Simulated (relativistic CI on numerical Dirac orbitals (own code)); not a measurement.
# Radial parameters of Pd⁴⁰⁺

Calculated at this level of theory: Dirac-Coulomb-Breit CI, KLI orbitals optimised for each configuration, a model potential for QED, unscaled Slater integrals (own radial code, finite nucleus).

Slater integrals F^k, G^k are unscaled and averaged over j, outside the closed core 1s2; ζ comes from projecting the Hamiltonian with its Breit term on Σ l·s of the shell.

- 2s²2p²: F^2(2p,2p) = 841990, ζ(2p) = 944360 cm⁻¹; <r>(2p) = 0.1131, <r^2>(2p) = 0.01548 (bohr units).
- 2s2p³: F^2(2p,2p) = 840780, G^1(2s,2p) = 889900, ζ(2p) = 939610 cm⁻¹; <r>(2s) = 0.1313, <r^2>(2s) = 0.02026, <r>(2p) = 0.1133, <r^2>(2p) = 0.01553 (bohr units).
- 2p⁴: F^2(2p,2p) = 838890, ζ(2p) = 934960 cm⁻¹; <r>(2p) = 0.1135, <r^2>(2p) = 0.01559 (bohr units).

Averages of the first 10 configurations, taken without configuration mixing, which lowers the lowest level and can move excited configurations by several eV; other configurations of the list can lie among them:

```json
{"Configuration": "2s²2p²", "Parity": "even", "States": "15", "Average energy above the lowest level (eV)": "231.5"}
{"Configuration": "2s2p³", "Parity": "odd", "States": "40", "Average energy above the lowest level (eV)": "505.8"}
{"Configuration": "2p⁴", "Parity": "even", "States": "15", "Average energy above the lowest level (eV)": "816.3"}
{"Configuration": "2p³3s", "Parity": "odd", "States": "40", "Average energy above the lowest level (eV)": "4171.1"}
{"Configuration": "2p³3p", "Parity": "even", "States": "120", "Average energy above the lowest level (eV)": "4251.5"}
{"Configuration": "2p³3d", "Parity": "odd", "States": "200", "Average energy above the lowest level (eV)": "4324.5"}
{"Configuration": "2s²2p3s", "Parity": "odd", "States": "12", "Average energy above the lowest level (eV)": "3634.5"}
{"Configuration": "2s²2p3p", "Parity": "even", "States": "36", "Average energy above the lowest level (eV)": "3720.6"}
{"Configuration": "2s²2p3d", "Parity": "odd", "States": "60", "Average energy above the lowest level (eV)": "3793.8"}
{"Configuration": "2s2p²3s", "Parity": "even", "States": "60", "Average energy above the lowest level (eV)": "3884.5"}
```
